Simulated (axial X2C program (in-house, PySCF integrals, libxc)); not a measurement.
## What spin–orbit coupling does to MoS

Calculated with an in-house all-electron X2C program for linear molecules (integrals from PySCF). Spin-free means the one-electron spin-free X2C Hamiltonian; two-component (2c) means X2C with spin–orbit coupling and atomic mean-field two-electron Coulomb and Gaunt terms, so the difference of the two also holds small scalar two-electron terms. Basis: Mo dyall-cv3z [11s12p9d5f3g], S dyall-av3z [9s8p3d2f] (cores contracted in-house); Gaussian nuclei, density fitting, unrestricted open shells. Masses: Mo 97.905 u, S 31.972 u.

Spin-free state: M_S = 2, Λ = 1 (beyond evenly filled blocks: σα, π+α, δ+α, δ-α); fragments Mo + S.

```json
{"level": "PBE0", "Re (Å)": "2.128", "ωe (cm⁻¹)": "487.7", "De (eV)": "3.571", "μ (D)": "-4.34"}
{"level": "HF", "Re (Å)": "2.390", "ωe (cm⁻¹)": "307.8", "De (eV)": "1.244", "μ (D)": "-5.53"}
{"level": "PW91", "Re (Å)": "2.131", "ωe (cm⁻¹)": "502.4", "De (eV)": "4.204", "μ (D)": "-3.63"}
```

Dipoles are positive if S is the positive end.

Two-component determinant lowest at the distance of the search:

Ω = 1 (⟨Sz⟩ = 2.00, ⟨Lz⟩ = -1.00 at PBE0); fragments Mo + S.

```json
{"level": "PBE0", "Re (Å)": "2.127", "ωe (cm⁻¹)": "489.2", "De (eV)": "3.609", "μ (D)": "-4.33"}
{"level": "HF", "Re (Å)": "2.388", "ωe (cm⁻¹)": "307.8", "De (eV)": "1.267", "μ (D)": "-5.52"}
{"level": "PW91", "Re (Å)": "2.130", "ωe (cm⁻¹)": "503.0", "De (eV)": "4.242", "μ (D)": "-3.62"}
```

Problem. From the two tables, how do the constants change at the PBE0 level (2c against spin-free)?

Solution. At the PBE0 level Re is unchanged within 0.001 Å and ωe goes up by 1.5 cm⁻¹; De is not compared, since the atomic limits differ or miss part of their spin–orbit lowering.

Occupations by symmetry block were frozen at the best pattern of an incomplete PBE0 search. De is counted from the lowest determinant-based energies of the atoms at the same level, without counterpoise correction. Density functionals use the spin component along the axis (collinear). A 2c atom that is not at its ground J level misses part of its spin–orbit lowering, and De is too large by that part (0.04 eV or less for light atoms). This holds for PBE0, PW91. The functionals have no current-density term, which raises determinants with orbital currents, atoms included. With several unpaired electrons one determinant need not be a pure state. Open-shell Ω = 0 determinants with evenly filled partner blocks cannot be reached by this program, so the Ω shown need not be the lowest component. The determinant is spin-polarised beyond a pure state at some levels (its spin-free form has ⟨S²⟩ too high), which makes Re and μ there less reliable.
